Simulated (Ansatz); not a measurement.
`C[N](C)[AlH][Cl]` and `C[N](C)[Ge][F]` differ in one atom or group.

Ansatz, PBE0-D4/def2-TZVP geometries, multiplicity 1. Each molecule was computed in one conformer, which needn't be the lowest.

Scalar relativity is left out up to krypton.

```tsv
property	`C[N](C)[AlH][Cl]`
HOMO–LUMO gap (ωB97M-V/def2-TZVPP) / eV	9.97
HOMO energy (B3LYP/def2-TZVPP) / eV	-6.46
HOMO energy (PBE0/def2-TZVPP) / eV	-6.67
LUMO energy (ωB97M-V/def2-TZVPP) / eV	1.02
LUMO energy (PBE/def2-TZVPP) / eV	-1.32
size of the dipole moment (PBE/def2-TZVPP) / D	2.04
```

What does the change do to each property? (An estimate is asked.)

Ansatz gave: 
```csv
property,`C[N](C)[Ge][F]`,shift
HOMO–LUMO gap (ωB97M-V/def2-TZVPP) / eV,9.67,-0.30
HOMO energy (B3LYP/def2-TZVPP) / eV,-6.77,-0.31
HOMO energy (PBE0/def2-TZVPP) / eV,-6.98,-0.31
LUMO energy (ωB97M-V/def2-TZVPP) / eV,0.47,-0.55
LUMO energy (PBE/def2-TZVPP) / eV,-2.16,-0.84
size of the dipole moment (PBE/def2-TZVPP) / D,2.62,0.58
```

With PBE0 the HOMO falls by 0.31 eV and the LUMO falls by 0.87 eV, so the gap narrows by about 0.56 eV. PBE moves the HOMO by -0.33 eV and ωB97M-V by -0.25 eV. The zero-point energy changes by -17.6 kJ/mol with -3 modes. Dipoles are sizes alone; their direction can turn.

B3LYP here is the variant with VWN-RPA as its local correlation; programs differ in this.
